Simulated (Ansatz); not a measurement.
Saddle point of CH$_{8}$GaN, closed shell (CH₆GaN ([CH3][NH][GaH2]) + H₂ → CH₅N ([CH3][NH2]) + GaH₃ (still joined by a long Ga–N bond); bonds formed: Ga1–H7, N2–H6; bonds broken: H6–H7; bonds weakened to dative contacts: Ga1–N2), PBE0-D4/def2-TZVP structure:

```
atom    x (Å)    y (Å)    z (Å)
 Ga1  -0.7216   1.3178  -0.4195
  N2   0.5270   0.0300   0.3911
  C3   0.1372  -1.3469   0.6182
  H4  -2.0682   0.6782  -0.8835
  H5  -0.4241   2.8045  -0.0487
  H6   0.7998   0.4212  -0.9811
  H7   0.5303   0.8989  -1.7797
  H8   1.1387   0.3836   1.1140
  H9   1.0076  -1.9901   0.7824
 H10  -0.5416  -1.4709   1.4719
 H11  -0.3852  -1.7264  -0.2648
```

Energies are electronic, without zero-point energy. Barriers and step energies count from the start structure reached by relaxing down the imaginary mode; all methods use the PBE0-D4 structures, on which another method's saddle can fall below an end. Program: Ansatz 0.2.0. Basis: def2-TZVPP, with def2-QZVPP for the basis limit. Cores are frozen in the correlated methods. Filled d shells of the heavier atoms are correlated. The def2 sets are not built for correlating such inner shells, so the correlated values are less sure here. B3LYP uses VWN-RPA correlation. Extrapolation: Hartree–Fock as exp(−7.88 √X), correlation as X^−2.97.

| method | barrier (eV) | step energy (eV) |
| --- | --- | --- |
| SPW92 | ? | -0.892 |
| PBE-D4 | 0.821 | -0.676 |
| BLYP-D4 | 0.998 | -0.565 |
| r2SCAN-D4 | 0.859 | -0.759 |
| B97M-V | 0.917 | -0.850 |
| PBE0-D4 | 0.867 | -0.792 |
| B3LYP-D4 | 1.014 | -0.678 |
| r2SCAN0-D4 | 0.900 | -0.831 |
| BHLYP-D4 | 1.083 | -0.801 |
| CAM-B3LYP-D4 | 1.011 | -0.755 |
| wB97X-V | 1.013 | -0.778 |
| wB97M-V | 1.012 | -0.767 |
| B2PLYP | 1.062 | -0.672 |
| PBE-QIDH | ? | -0.810 |
| RPA on PBE | 1.063 | -0.711 |
| HF | ? | -0.827 |
| MP2 | 1.044 | -0.683 |
| CCSD | 1.094 | -0.783 |
| CCSD(T) | 1.048 | -0.753 |

(1) Fill in the withheld barriers. (To be estimated.)

The T1 diagnostic stays at or below 0.015.

Answers

(1) By the calculation: SPW92 0.512; HF 1.391; PBE-QIDH 0.951 eV. Each is the energy of the saddle less that of the start structure, by the same method.

For comparison, the barrier by CCSD(T) at an estimated basis limit (MP2 extrapolated from triple and quadruple zeta, plus CCSD(T) − MP2 in triple zeta) is 1.057 eV.

Labels in which every atom is bracketed show which atoms are joined, not bond orders.

For scale, one of the runs: CCSD(T)/def2-TZVPP, 222 basis functions, launched by `ansatz run in.yaml --threads 4 --pin off --events-out ev --progress --plain --max-ram 9574MiB`. Hardware: 4 CPU threads of an Arm Neoverse V1, shared host. Wall time 84 s; peak host memory 3.5 GiB.
